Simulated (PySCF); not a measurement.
C₂H₉ClOSi₂, SMILES C[Si@@H](Cl)[C@H]([SiH3])O. Heavy atoms are numbered as in [CH3:1][Si@@H:2]([Cl:3])[C@@H:4]([OH:5])[SiH3:6]. Hydrogens are named by the atom that carries them.

Geometry optimised at B3LYP-D3(BJ)/def2-SVP. The structure was generated by enumeration; whether it is a known compound was not checked. One conformer was computed; it need not be the lowest.

All values below come from KT2/pcSseg-1 in PySCF.

GIAO shieldings, no solvent; atoms alike by connectivity are averaged. δ = σ(ref) − σ: ¹³C against TMS (σ = 185.1 ppm); ²⁹Si against TMS (σ = 361.9 ppm); ³⁵Cl against HCl (σ = 945.4 ppm); ¹⁷O against H2O (σ = 330.4 ppm); ¹H against TMS (σ = 31.47 ppm), references at their B3LYP-D3(BJ)/def2-TZVP geometries, non-relativistic (without spin–orbit terms, shifts of atoms bonded to Cl or Br come out too high).

Q: Estimate the chemical shifts. (An estimate is asked for; the answer gives what the named calculation found.)

A: 
```csv
nucleus,atoms,count,δ (ppm)
¹³C,C4 (CH),1,61.3
¹³C,C1 (CH3),1,3.3
²⁹Si,Si2 (SiH),1,24.6
²⁹Si,Si6 (SiH3),1,-73.5
³⁵Cl,Cl3,1,-5.3
¹⁷O,O5 (OH),1,24.4
¹H,H on Si2,1,5.55
¹H,H on Si6,3,4.31
¹H,H on C4,1,4.04
¹H,H on C1,3,0.71
¹H,H on O5,1,0.28
```
